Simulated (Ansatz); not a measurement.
C₂H₆Se, triplet, at the geometry of the source list (a higher spin typed on purpose: for a closed-shell molecule this is an excited state); Ansatz (a quantum-chemistry and plane-wave program) with PBE/def2-SV(P).

The Ansatz input:
Ansatz 0.2 input:
```yaml
crystal:
  periodic: [false, false, false]
  atoms:
    - {symbol: C, position_ang: [1.45580000, -0.05290000, 0.03390000]}
    - {symbol: Se, position_ang: [0.05090000, 0.47070000, -1.21420000]}
    - {symbol: C, position_ang: [-1.45680000, 0.05700000, -0.04690000]}
    - {symbol: H, position_ang: [1.40210000, -1.12550000, 0.21030000]}
    - {symbol: H, position_ang: [2.41140000, 0.20450000, -0.41870000]}
    - {symbol: H, position_ang: [1.32730000, 0.49560000, 0.96530000]}
    - {symbol: H, position_ang: [-1.37990000, -0.97770000, 0.27740000]}
    - {symbol: H, position_ang: [-2.36800000, 0.20320000, -0.61720000]}
    - {symbol: H, position_ang: [-1.44300000, 0.72510000, 0.81010000]}
basis:
  gaussian:
    orbitals: def2-SV_P_.json
hamiltonian:
  xc: pbe
magnetization: {spin_polarized: true, initial_magnetization: 2}
scf: {lower_state_search: light}
```
The basis file holds def2-SV(P) in the JSON format of the Basis Set Exchange.

**Question.** What does Ansatz print? Leave out banner, timings and long lists.

**Answer.** 
```
Functional definition: PBE
962 factors; their error is unknown
mean field evaluation 1: about -67481.4962 eV, gradient 5.1e1 eV
mean field evaluation 2: about -67458.1338 eV, gradient 7.7e1 eV
mean field evaluation 4: about -67493.9685 eV, gradient 5.0e0 eV
mean field evaluation 8: about -67493.9915 eV, gradient 1.4e-1 eV
mean field evaluation 16: about -67493.9915 eV, gradient 1.7e-5 eV
mean field -67493.99152999 eV, -2480.3584396567 hartree, gradient 1.7e-5 eV, S^2 2.001450; 2 other end points of the search recorded, 0 dependent functions left out
reference -67493.99155951 eV, -2480.3584407414 hartree; 27, 25 occupied and 45, 47 virtual orbitals, 962 factors
Total energy: -67493.99155951 eV, -2480.3584407414 hartree
```
